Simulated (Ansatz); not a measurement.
Two structures of AlBSi2H7Cl3O3, singlet, reached by relaxing down either side of one saddle point (PBE0-D4/def2-TZVP). Energies are electronic, without zero-point energy. Ansatz 0.2.0; basis: def2-TZVPP and def2-QZVPP; cores frozen in the correlated methods. Extrapolation: Hartree–Fock as exp(−7.88 √X), correlation as X^−2.97. First:

```
17
angstrom
B 1.5280 -0.5885 2.0398
Cl 3.2562 -0.2972 2.3502
Cl 1.3769 -1.8462 0.3432
Cl 0.5574 -1.3621 3.3057
H 1.4659 1.3174 1.3194
O 0.8549 0.5773 1.4264
Al 0.0962 -0.0880 -0.1536
O 0.7034 0.8714 -1.3832
Si 1.0118 1.5582 -2.8233
O -1.5273 -0.4310 0.0295
Si -2.8529 -1.1051 0.6881
H -0.2548 1.8873 -3.5288
H 1.8113 0.6355 -3.6718
H 1.7851 2.8106 -2.6118
H -3.2274 -0.3876 1.9354
H -2.6047 -2.5354 1.0112
H -3.9799 -1.0167 -0.2765
```

Second:

B1  (1.694, -1.705, 1.231)
Cl2  (0.332, 2.325, 1.699)
Cl3  (1.208, -2.789, -0.091)
Cl4  (2.864, -2.296, 2.401)
H5  (1.143, 1.588, 2.381)
O6  (1.179, -0.492, 1.317)
Al7  (0.030, 0.283, 0.258)
O8  (0.597, 0.857, -1.207)
Si9  (1.437, 1.085, -2.575)
O10  (-1.587, -0.034, 0.523)
Si11  (-3.133, -0.476, 0.721)
H12  (0.690, 0.537, -3.737)
H13  (2.761, 0.412, -2.495)
H14  (1.656, 2.541, -2.789)
H15  (-3.812, 0.473, 1.645)
H16  (-3.210, -1.843, 1.300)
H17  (-3.848, -0.465, -0.583)
(Å)

**Question.** Which bonds change from the first to the second?

**Answer.** AlBSi₂H₇Cl₃O₃ ([SiH3][O][Al]1([O][SiH3])[OH][B]([Cl])([Cl])[Cl]1) → AlBSi₂H₇Cl₃O₃ ([SiH3][O][Al]([ClH])([O][SiH3])[O][B]([Cl])[Cl]); bonds formed: Cl2–H5, Cl2–Al7; dative contacts that become bonds: B1–Cl3, B1–O6; bonds broken: B1–Cl2, Cl3–Al7, H5–O6.

**Question.** Give the saddle point's structure and its height above each. (An estimate is asked for; the value comes from the calculation.)

**Answer.** Computed: 1.484 eV above the first and 1.192 eV above the second (CCSD(T) at an estimated basis limit (MP2 extrapolated from triple and quadruple zeta, plus CCSD(T) − MP2 in triple zeta)).
| atom | x (Å) | y (Å) | z (Å) |
| --- | --- | --- | --- |
| B1 | 1.5111 | -0.5729 | 1.9752 |
| Cl2 | 3.3189 | 0.6678 | 1.4680 |
| Cl3 | 1.3620 | -1.8597 | 0.6139 |
| Cl4 | 1.6908 | -1.1787 | 3.5978 |
| H5 | 1.9003 | 1.0948 | 1.4153 |
| O6 | 0.7270 | 0.5246 | 1.6059 |
| Al7 | -0.0828 | -0.0150 | 0.0921 |
| O8 | 0.4919 | 0.7532 | -1.2707 |
| Si9 | 1.0616 | 1.3722 | -2.6594 |
| O10 | -1.6513 | -0.5482 | 0.2597 |
| Si11 | -3.1584 | -1.1036 | 0.4919 |
| H12 | -0.0358 | 1.4889 | -3.6561 |
| H13 | 2.1235 | 0.4904 | -3.2132 |
| H14 | 1.6332 | 2.7218 | -2.4116 |
| H15 | -3.4531 | -1.1932 | 1.9464 |
| H16 | -3.2981 | -2.4555 | -0.1114 |
| H17 | -4.1407 | -0.1869 | -0.1440 |

T1 diagnostic: at most 0.013.

The step is the kind of ligand exchange by which a precursor binds to a hydroxyl group, or is hydrolysed, in atomic layer deposition of oxides. Here a small cluster stands in for the surface site.

Labels in which every atom is bracketed show which atoms are joined, not bond orders.

For scale, one of the runs: CCSD(T)/def2-TZVPP, 474 basis functions, launched by `ansatz run in.yaml --threads 4 --pin off --events-out ev --progress --plain --max-ram 66560MiB --backend cuda --devices 0, --max-vram 37GiB`. Hardware: 4 CPU threads of an AMD EPYC 7R13 and a share of one NVIDIA H100, shared host. Wall time 57 s; peak host memory 1.3 GiB.
